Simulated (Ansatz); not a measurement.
The same path of CH$_{6}$AlFO$_{2}$ (11 atoms, charge 0, multiplicity 1) was run twice with different band settings. Lost on the way: Al1–C2, O3–H5. Made: C2–H5.

Computed with RKS B3LYP/def2-SVP in Ansatz.

Relaxed end points:

```xyz
11
Properties=species:S:1:pos:R:3
Al -0.076 0.120 0.439
C 1.069 1.140 -0.763
O -1.541 -0.859 -0.502
O 0.340 -1.458 1.051
H -2.385 -0.584 -0.108
F -1.128 1.000 1.431
H 0.483 1.857 -1.364
H 1.809 1.733 -0.195
H 1.633 0.500 -1.463
H -1.307 -1.720 -0.090
H 1.103 -1.729 1.565
```

```xyz
11
Properties=species:S:1:pos:R:3
Al -0.584 -0.881 0.690
C 0.655 1.264 -0.765
O -1.408 -1.469 -0.667
O 0.878 -1.630 1.115
H -0.147 1.511 -0.051
F -1.303 0.234 1.704
H 0.230 1.052 -1.755
H 1.333 2.128 -0.821
H 1.244 0.397 -0.421
H -2.292 -1.198 -0.926
H 1.394 -1.408 1.895
```

Common settings: spring 5.0 eV/Å²; optimiser quadratic models (default); start path through a guess of the saddle point; force threshold 0.05 eV/Å; iteration limit 60; end points relaxed.

| run | movable images | climbing image |
| --- | --- | --- |
| 1 | 7 | yes |
| 2 | 8 | no |

(1) What does each run give, and how far can it be trusted?

Results:

(1) Run 1: converged after 50 iterations, highest image 1.389 eV above the first end. Beside the main top the profile has a ripple of under 15 meV (maxima at images 4, 7), which may be a very shallow well or noise. A vibrational analysis at the climbing image gives one clearly imaginary mode, 299i cm⁻¹: a first-order saddle point.
Run 2: converged after 24 iterations, highest image 1.359 eV above the first end. The profile has 2 maxima (images 4, 8) with wells between them (image 7): this band takes more than one step, which may be the mechanism or a detour left from its start path. No image climbed, so the highest image needn't sit at the top of the path.
The orbitals stay closed-shell, which can raise the energy where a bond breaks towards radicals; this wasn't checked here.
